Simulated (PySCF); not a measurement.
These are r2SCAN-D4/def2-TZVP // r2SCAN-D4/def2-SVP (PySCF) values and carry that method's errors. Isolated molecules, 0 K electronic values unless said otherwise. One relaxed conformer stands for a flexible species; it need not be the lowest. Excitations are Tamm–Dancoff values on a coarser integration grid. The basis has no diffuse functions, so Rydberg states are missing or too high.

Reference species (SMILES): `S[SiH2][GeH2][SiH2][GeH2][SH]` (neutral, multiplicity 1).

The HOMO–LUMO gap is 4.40 eV and the S1–T1 gap (TDA) comes out as 0.55 eV. The S1 excitation (TDA) comes out as 4.65 eV. The S1 oscillator strength is 0.268.

Changed species: `[SiH2](S)[GeH2][SH]` (n = 1; the reference has n = 2).

**Question.** What does the change do to the HOMO–LUMO gap, S1–T1 gap (TDA), S1 excitation (TDA) and S1 oscillator strength?

**Answer.** the HOMO–LUMO gap rises by 0.43 eV, to 4.83 eV; the S1–T1 gap (TDA) increases by 0.03 eV, to 0.58 eV; the S1 excitation (TDA) rises by 0.37 eV, to 5.02 eV; the S1 oscillator strength falls by 0.201, to 0.067.
